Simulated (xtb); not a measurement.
thiourea (CH$_{4}$N$_{2}$S), singlet, geometry from GFN2-xTB, atoms displaced at random by about 0.05 Å a coordinate. Base run: GFN1-xTB (xtb).

Input for xtb:
```
$ xtb mol.xyz --gfn 1 --opt --json

# file mol.xyz
8

N      0.78726623    -1.30401500    -0.33796970
C     -0.06390843    -0.24220492    -0.10516181
N     -1.25983873    -0.78630001     0.19100314
S      0.38812094     1.29702173     0.23733625
H      0.65275378    -2.19063965    -0.36830434
H      1.76651668    -0.89001975    -0.46466374
H     -1.61014727    -1.78306599    -0.02807315
H     -2.04833656    -0.07205490     0.35428503
```

Base: optimiser steps 16.

A changed run: ΔE vs base (mEh) -22.091; optimiser steps 20.

Task: Name the change that produced these shifts.
A) opt level = crude
B) opt level = extreme
C) opt level = lax
D) opt level = loose
E) alpb = methanol

Result: E, alpb = methanol
